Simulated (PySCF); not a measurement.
# BrOsN: fields on a plane

These are results of UPBE0/[Os def2-SVP with ECP60, N def2-SVP, Br def2-SVP], scalar-relativistic core potentials, density fitting, no spin–orbit coupling, PySCF, not measurements.

The triplet minimum has Os–Br 2.395 Å, Os–N 1.623 Å; Br–Os–N 126.7°.

The plane holds Os1 at (0.00, 0.00), N2 at (1.62, 0.00), Br3 at (-1.43, 1.92) Å. Columns run from x = -3.45 to 4.05 Å, rows from y = 4.35 (top) to -1.95 Å, in steps of 0.3 Å. Other isomers or separated fragments may lie lower. Core electrons replaced by a potential are absent, the electrostatic potential uses the reduced nuclear charge, and values within about 0.7 Å of such atoms have no physical meaning.

**Question.** Give the electrostatic potential (V) (cut at 20 V). Every second row and column.

**Answer.** 
```
 0.0  0.0  0.0 -0.1 -0.2 -0.2 -0.2 -0.2 -0.2 -0.1 -0.1 -0.1 -0.1
 0.0  0.1  0.2  0.3  0.0 -0.3 -0.3 -0.3 -0.2 -0.2 -0.2 -0.1 -0.1
 0.0  0.4  1.9  4.2  3.0  0.4 -0.3 -0.3 -0.2 -0.2 -0.2 -0.2 -0.2
 0.0  1.2 10.5 20.0 20.0  5.1  0.2 -0.1 -0.2 -0.2 -0.2 -0.2 -0.2
 0.0  1.8 20.0 20.0 20.0 12.7  1.5  0.5  0.1 -0.2 -0.4 -0.3 -0.3
-0.1  0.8 10.8 20.0 20.0 10.5  5.9  3.1  1.0 -0.1 -0.6 -0.5 -0.4
-0.1  0.1  1.8  6.4 11.7 20.0 20.0 14.8  9.2  5.9 -0.2 -0.7 -0.5
 0.1  0.3  1.1  4.1 17.6 20.0 20.0 20.0 20.0 20.0  2.0 -0.7 -0.5
 0.3  0.6  1.4  4.0 14.1 20.0 20.0 20.0 20.0 20.0  1.3 -0.5 -0.4
 0.4  0.6  1.2  2.6  5.6 11.6 15.0  7.5  2.7  1.4 -0.1 -0.4 -0.3
 0.4  0.6  0.9  1.4  2.0  2.7  2.8  1.8  0.5 -0.1 -0.2 -0.2 -0.2
```

**Question.** Give the highest occupied orbital (Å^-3/2) at -7.04 eV (cut at ±0.3; overall sign arbitrary). Every second row and column.

**Answer.** 
```
 0.00  0.00  0.01  0.01  0.00  0.00  0.00  0.00  0.00  0.00  0.00  0.00  0.00
 0.01  0.02  0.03  0.02  0.01 -0.01 -0.01 -0.01  0.00  0.00  0.00  0.00  0.00
 0.02  0.04  0.07  0.05  0.00 -0.03 -0.02 -0.01 -0.01  0.00  0.00  0.00  0.00
 0.03  0.08  0.16  0.12 -0.07 -0.09 -0.04 -0.01 -0.01 -0.01 -0.01  0.00  0.00
 0.03  0.09  0.20 -0.30 -0.02 -0.16 -0.02  0.01 -0.01 -0.02 -0.02 -0.01  0.00
 0.03  0.06  0.10 -0.03 -0.22 -0.08  0.11  0.08 -0.02 -0.08 -0.06 -0.02 -0.01
 0.02  0.03  0.02 -0.04 -0.13 -0.02  0.30  0.17 -0.14 -0.29 -0.13 -0.04 -0.01
 0.01  0.02  0.02  0.01 -0.09 -0.30  0.00 -0.09 -0.01 -0.30 -0.17 -0.05 -0.01
 0.01  0.02  0.04  0.07  0.15  0.22 -0.28 -0.05  0.30  0.11 -0.04 -0.02  0.00
 0.01  0.02  0.04  0.10  0.21  0.30  0.30  0.20  0.19  0.10  0.03  0.00  0.00
 0.01  0.02  0.04  0.07  0.14  0.20  0.20  0.14  0.10  0.06  0.02  0.01  0.00
```

Open d and f shells are described by one determinant, and the ground state may have another occupation or spin. Spin–orbit coupling, left out here, can matter for elements this heavy.
